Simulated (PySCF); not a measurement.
A GIAO shielding run with PySCF 2.14 (density fitting, non-relativistic, gas phase) on `CC[C@@H]1[C@@H]2N[SiH2][C@@]1(F)[C@@H]2F`, C₆H₁₁F₂NSi:

```
$ OMP_NUM_THREADS=1 python probes_run.py task.json out

{"job": {"kind": "nmr", "xc": "PBE0", "basis": "pcSseg-1"}, "charge": 0, "multiplicity": 1}
C      2.387169     0.895332    -0.283553
C      1.441429    -0.209929    -0.738578
C      0.446900    -0.556250     0.352696
C     -0.856236    -1.313360     0.016925
N     -1.462412    -0.600657    -1.094534
Si    -1.504938     1.069628    -0.646315
C     -0.538472     0.489324     0.905351
F     -0.123026     1.363025     1.876157
C     -1.433527    -0.694203     1.304352
F     -1.039854    -1.354175     2.440019
H      1.827998     1.793561    -0.032796
H      3.099828     1.137745    -1.068275
H      2.939656     0.582622     0.599870
H      0.911380     0.101090    -1.639597
H      2.013128    -1.108817    -0.982168
H      0.960725    -1.048441     1.182002
H     -0.850450    -2.392217    -0.110667
H     -2.154284    -1.107834    -1.618501
H     -0.757880     1.900315    -1.579371
H     -2.800712     1.627421    -0.261601
H     -2.515344    -0.557235     1.378113
```

Hardware: 1 thread of an Arm Neoverse V1, shared host. The job also computes population analyses, field gradients, ring-centre shieldings.

Problem. How large is the calculation?

Solution. 86 electrons, 232 basis functions and 1219 auxiliary functions.

Problem. How long does it take, and how much memory does it need?

Solution. 64 s of wall time, with 13 SCF cycles and 4 response iterations; peak memory 1.1 GiB. Times on a shared host scatter by some tens of per cent.
